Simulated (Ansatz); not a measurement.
System: sum formula TaOF₂, net charge 1, singlet state. SMILES: [O]=[Ta+]([F])[F]
Geometry: optimised at B3LYP-D3(BJ)/def2-TZVP (Ansatz, a first-principles code).

Parts of the frozen-core correlation energy in def2-SVP (Ansatz, hartree). Frozen orbitals: 7; correlated occupied orbitals by spin: 12 and 12; virtual: 55 and 55. No spin-orbit coupling. In def2 rows, elements after Kr have scalar-relativistic effective core potentials.

```tsv
term	value
reference (HF)	-329.72457
MP2 opposite-spin	___
MP2 same-spin	-0.21697
CCSD correlation	___
(T)	___
T1 diagnostic	0.027
largest doubles amplitude	0.052
```

**Question.** Some entries are withheld; supply them.

**Answer.** 
- MP2 opposite-spin, value: -0.52389
- CCSD correlation, value: -0.70377
- (T), value: -0.02854
